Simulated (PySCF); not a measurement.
TiH₃, doublet: structure and spectrum

Level of theory: PySCF, UPBE0, basis Ti def2-TZVP, H def2-TZVP (no relativity, density fitting).

The structure is a minimum.

Coordinates in bohr (charge 0 multiplicity 2):
```
Ti    0.0000    0.0000   -0.0255
H     3.2408    0.0001    0.4039
H    -1.6205    2.8066    0.4039
H    -1.6203   -2.8067    0.4039
```

```
Point group                                                                   : C3v
Bond lengths                                                                  : Ti–H 1.730 Å (×3)
Bond angles                                                                   : H–Ti–H 118.3° (×3)
Spin squared ⟨S²⟩                                                             : 0.765
Principal polarisabilities                                                    : 38.5, 47.8, 47.8 bohr³
Entropy at 298.15 K and 1 bar (electronic part: spin only)                    : 237.1 J/(mol K)
Enthalpy at 298.15 K above 0 K                                                : 12.12 kJ/mol
Zero-point energy                                                             : 39.1 kJ/mol
Highest occupied level (α)                                                    : -6.72 eV
Atomisation energy without zero-point energy                                  : 756 kJ/mol
Heat capacity Cp at 298.15 K                                                  : 49.2 J/(mol K)
Rotational constants                                                          : 3.67, 3.67, 1.896 cm⁻¹
Lowest empty level (α)                                                        : -2.52 eV
Rotational symmetry number                                                    : 3
Dipole moment                                                                 : 1.28 D
Principal quadrupole moments (Buckingham, traceless) about the centre of mass : -3.17, -3.17, 6.34 D Å
```

Harmonic modes (masses in u: Ti 47.948, H 1.008):
| symmetry | ω (cm⁻¹) | IR (km/mol, summed over degenerate members) |
| --- | --- | --- |
| a1 | 194 | 438 |
| e | 655 | 186 |
| e | 1666 | 1165 |
| a1 | 1700 | 11.4 |

In C3v the vibrations span 2a1 + 2e.

Charges (e):
| atom | Mulliken | Löwdin | polar tensor | spin (Mulliken) | Mayer order to Ti1 |
| --- | --- | --- | --- | --- | --- |
| Ti1 | 0.54 | 0.45 | 1.27 | 1.18 | – |
| H2,3,4 | -0.18 | -0.15 | -0.42 | -0.06 | 0.96 |

Mulliken populations on Ti1: s 6.79, p 12.43, d 2.23, f 0.01.

Formally Ti is in oxidation state +3, d1, with 1 unpaired electron. The Mulliken spin on Ti is 1.18. The polar-tensor charge on Ti, 1.27, is far below the formal one.

Other isomers or separated fragments may lie lower. Open d and f shells are described by one determinant, and the ground state may have another occupation or spin.

The final relaxation and frequency run took about 30 core-seconds on a shared host.
